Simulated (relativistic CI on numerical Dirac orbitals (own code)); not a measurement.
Slater and spin-orbit integrals, Hg¹⁴⁺

Computed by Dirac-Coulomb-Breit CI, KLI orbitals optimised for each configuration, QED by a radiative potential, unscaled Slater integrals (own radial code, finite nucleus).

Slater integrals F^k, G^k are unscaled and averaged over j, outside the closed core [Kr] 4d10; ζ comes from projecting the Hamiltonian with its Breit term on Σ l·s of the shell.

- 4f14.5s2.5p4: F^2(5p,5p) = 114830, ζ(5p) = 123710 cm⁻¹; <r>(5p) = 0.9306, <r^2>(5p) = 0.9671 (bohr units).
- 4f14.5s.5p5: G^1(5s,5p) = 148970, ζ(5p) = 123160 cm⁻¹; <r>(5s) = 0.848, <r^2>(5s) = 0.8011, <r>(5p) = 0.9302, <r^2>(5p) = 0.9665 (bohr units).
- 4f14.5s2.5p3.5d: F^2(5p,5p) = 114940, ζ(5p) = 124440, F^2(5p,5d) = 103870, G^1(5p,5d) = 128170, G^3(5p,5d) = 81589, ζ(5d) = 12004 cm⁻¹; <r>(5p) = 0.9293, <r^2>(5p) = 0.9647, <r>(5d) = 1.066, <r^2>(5d) = 1.274 (bohr units).

In this model ζ of a weakly bound d, f or g electron outside closed shells comes out too small, for d by up to a factor of two or three and at times with the wrong sign; that of an outer p electron is too small as well.

Averages of the first 10 configurations, taken without configuration mixing, which lowers the lowest level and can move excited configurations by several eV; other configurations of the list can lie among them:

| Configuration | Parity | States | Average energy above the lowest level (eV) |
| --- | --- | --- | --- |
| 4f14.5s2.5p4 | even | 15 | 18.2 |
| 4f14.5s.5p5 | odd | 12 | 79.9 |
| 4f14.5s2.5p3.5d | odd | 200 | 93.6 |
| 4f14.5p6 | even | 1 | 146.7 |
| 4f13.5s2.5p5 | even | 84 | 73.8 |
| 4f14.5s.5p4.5d | even | 300 | 153.2 |
| 4f14.5s2.5p3.5f | even | 280 | 169.0 |
| 4f14.5s2.5p3.5g | odd | 360 | 221.1 |
| 4f14.5s.5p4.5f | odd | 420 | 229.1 |
| 4f14.5s2.5p3.6s | odd | 40 | 146.0 |
